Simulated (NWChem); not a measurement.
**Basis-set convergence for H₄ClInO**

```xyz
7

In    -0.6494    -0.0230     0.1224
H     -1.0662     0.2667     1.7647
H     -1.5057    -0.5651    -1.2743
Cl     1.4154     1.1397    -0.5044
O      0.9622    -1.7885     0.3028
H      1.6963    -1.1846     0.0617
H      0.9375    -2.4577    -0.3980
```
Charge 0, spin multiplicity 1.

All runs are NWChem calculations. Structure: optimised with B3LYP/def2-SVP with def2 effective core potentials on In, a minimum by its harmonic frequencies.

Quantity: first vertical ionisation energy at the level G0W0@PBE.

Effective core potentials replace the inner electrons of In; spin-orbit coupling is left out. GW and range-separated runs recompute their integrals, the others keep them in memory, which bears on the times. The structure started from a generated list of species.

Relative cost: rough, from shared machines, SCF included, def2-SVP = 1.

```json
[
 {"basis": "def2-SVP", "functions": "78", "first vertical ionisation energy (eV)": "___", "relative cost": "1"},
 {"basis": "def2-SVPD", "functions": "114", "first vertical ionisation energy (eV)": "___", "relative cost": "under 3"},
 {"basis": "def2-TZVP", "functions": "142", "first vertical ionisation energy (eV)": "9.57", "relative cost": "4"},
 {"basis": "def2-TZVPD", "functions": "178", "first vertical ionisation energy (eV)": "9.57", "relative cost": "8"},
 {"basis": "def2-TZVPP", "functions": "179", "first vertical ionisation energy (eV)": "___", "relative cost": "7"}
]
```

Question: What belongs in the gaps?

Answer: 
- def2-SVP, first vertical ionisation energy (eV): 9.03
- def2-SVPD, first vertical ionisation energy (eV): 9.30
- def2-TZVPP, first vertical ionisation energy (eV): 9.63
